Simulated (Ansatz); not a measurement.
The first iterations of a band of Cl$_{4}$FH$_{3}$NTa (10 atoms, charge 0, multiplicity 1).

Level of theory: Ansatz, RKS PBE/def2-SVP.

| Property | Result |
| --- | --- |
| movable images | 5 |
| climbing image | yes |
| spring | 5.0 eV/Å² |
| optimiser | quadratic models (default) |
| start path | through a guess of the saddle point |
| force threshold | 0.05 eV/Å |
| iteration limit | 60 |
| end points | relaxed |

Initial state:

```xyz
10
Properties=species:S:1:pos:R:3
Ta -0.099 0.066 0.194
F 1.767 0.416 0.461
Cl -0.413 0.380 2.505
Cl 0.342 -0.129 -2.109
N -1.029 1.749 -0.144
H -1.446 2.329 0.591
H -1.173 2.145 -1.078
Cl -1.735 -1.610 0.114
Cl 1.497 -2.529 0.739
H 2.536 -1.744 0.814
```

Final state:

```xyz
10
Properties=species:S:1:pos:R:3
Ta -0.298 -0.408 0.213
F 1.913 0.456 0.477
Cl -0.467 0.073 2.504
Cl 0.276 -0.430 -2.063
N -0.785 1.489 -0.075
H -0.963 2.156 0.684
H -0.693 1.973 -0.976
Cl -2.272 -1.562 0.020
Cl 1.287 -2.228 0.672
H 2.249 -0.447 0.632
```

| iteration | highest image above the first end (eV) | largest band force component (eV/Å) |
| --- | --- | --- |
| 1 | 4.603 | 4.958 |
| 2 | 2.565 | 2.997 |
| 3 | 1.114 | 1.795 |
| 4 | 0.554 | 0.720 |

Task: Does the band converge within its limit, and where does its top end?

Result: The forces met the threshold. It ended after 14 iterations with the highest image 0.262 eV above the first end. A vibrational analysis at the climbing image gives one clearly imaginary mode, 295i cm⁻¹: a first-order saddle point. The orbitals stay closed-shell, which can raise the energy where a bond breaks towards radicals; this wasn't checked here.

Run time: 3.5 min on 4 threads of Arm Neoverse V1, with other jobs on the host, peak memory 0.26 GiB.
